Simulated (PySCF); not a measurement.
C2H9FO2Si2

C2H9FO2Si2 is a molecule drawn to mimic a surface site (built as: C site whose three back bonds go to OSiH3, CH2SiH3, OH; end group F), neutral, singlet. The structure, one conformer, was relaxed in the gas phase by PBE0-D3(BJ)/def2-SVP. No frequency run checks that it is a minimum.

SMILES: OC(F)(C[SiH3])O[SiH3]

| atom | x (Å) | y (Å) | z (Å) |
| --- | --- | --- | --- |
| C1 | 0.206 | -0.882 | 0.442 |
| O2 | 0.855 | 0.302 | 0.733 |
| Si3 | 2.185 | 0.907 | -0.113 |
| C4 | -0.859 | -0.732 | -0.620 |
| Si5 | -2.105 | 0.652 | -0.280 |
| O6 | -0.341 | -1.392 | 1.573 |
| F7 | 1.183 | -1.756 | -0.031 |
| H8 | 3.436 | 0.191 | 0.259 |
| H9 | 1.954 | 0.802 | -1.583 |
| H10 | 2.272 | 2.332 | 0.299 |
| H11 | -1.386 | -1.694 | -0.714 |
| H12 | -0.368 | -0.537 | -1.586 |
| H13 | -3.182 | 0.566 | -1.315 |
| H14 | -1.448 | 1.988 | -0.397 |
| H15 | -2.717 | 0.514 | 1.072 |
| H16 | 0.303 | -1.273 | 2.284 |

Shieldings: GIAO PBE0/pcSseg-1. Shifts are against computed references at the same level: C TMS (σ 184.4 ppm), H TMS (σ 31.27 ppm), Si TMS (σ 352.0 ppm). Core levels by delta-SCF with SCAN, pcX-2 on the ionised atom and pcseg-1 elsewhere, spin-free X2C; from the vacuum level, for chosen atoms.

Q: Give the shieldings and core levels atom by atom.

A: 
| atoms | bonded to | σ (ppm) | δ (ppm) | core level (eV) |
| --- | --- | --- | --- | --- |
| C1 | 1 C + 1 F + 2 O | 60.9 | 123.6 | 1s 296.16 |
| O2 | 1 C + 1 Si | 227.8 | - | 1s 538.67 |
| Si3 | 1 O + 3 H | 388.0 | -36.0 | - |
| C4 | 1 C + 1 Si + 2 H | 165.2 | 19.2 | 1s 290.61 |
| Si5 | 1 C + 3 H | 420.0 | -68.1 | - |
| O6 | 1 C + 1 H | 201.0 | - | 1s 539.62 |
| F7 | 1 C | 235.2 | - | 1s 692.31 |
| H8 H9 H10 | 1 Si | 26.48 | 4.79 | - |
| H11 | 1 C | 29.65 | 1.62 | - |
| H12 | 1 C | 29.74 | 1.52 | - |
| H13 H14 H15 | 1 Si | 27.35 | 3.91 | - |
| H16 | 1 O | 28.82 | 2.45 | - |

Values are those of this one static structure, with the three H of a rotating XH3 group averaged; atoms that internal rotation interchanges would show their mean in an NMR spectrum.

Q: Which of O2, O6 holds its core electrons tightest, and by how much against the loosest?

A: O6 (bonded to 1 C + 1 H), by 0.95 eV over O2 (bonded to 1 C + 1 Si).

Q: By CAM-B3LYP/def2-SVPD (TDDFT singlets, Tamm-Dancoff triplets, ionisation by delta-SCF), where does absorption start, and what does vertical ionisation take?

A: The lowest singlet lies at 7.75 eV (f 0.002), the strongest of the first 6 at 8.62 eV (f 0.055), the lowest triplet at 7.36 eV; vertical ionisation takes 11.12 eV.

The 3 runs behind this took 7.7 min in all, one thread each of Arm Neoverse V2 on a shared host, launched as `OMP_NUM_THREADS=1 python cluster_run.py task.json out`.
